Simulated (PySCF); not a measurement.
Input for PySCF:
```python
from pyscf import gto, scf, dft
from pyscf.prop import polarizability

mol = gto.M(
    atom='''
Si    1.49548376    0.21820303   -0.36873147
Cl    2.57850744   -0.46897700    1.18344916
Si   -0.75592712    0.27732293    0.20646352
Cl   -1.72914080    1.51162886   -1.07309414
Cl   -1.61755240   -1.54872788    0.06188750
H     1.78688735   -0.64789570   -1.51395352
H     2.00165352    1.55358401   -0.69004275
H    -1.08317558    0.76024099    1.54762513
''',
    basis='6-31g',
    verbose=4,
)

mf = dft.RKS(mol)
mf.xc = 'pbe'
mf.kernel()
alpha = mf.Polarizability().polarizability()[2, 2]
print('alpha_zz =', alpha)
```

Question: What number of basis functions does PBE/6-31G, polarisability (PySCF) give?

Answer: 71

Question: Predict the nuclear repulsion energy from PBE/6-31G, polarisability.

Answer: 494.0258 Eh

Question: Predict the HOMO energy from PBE/6-31G, polarisability.

Answer: -7.38 eV

Question: Give the Mulliken (on the basis functions themselves) charges in atom order at the level PBE/6-31G, polarisability.

Answer: Si1 0.33, Cl2 -0.22, Si3 0.31, Cl4 -0.19, Cl5 -0.18, H6 -0.02, H7 -0.03, H8 -0.01

Question: Predict the dipole moment from PBE/6-31G, polarisability.

Answer: 1.45 D

Question: Give the HOMO-LUMO gap at the level PBE/6-31G, polarisability.

Answer: 5.31 eV
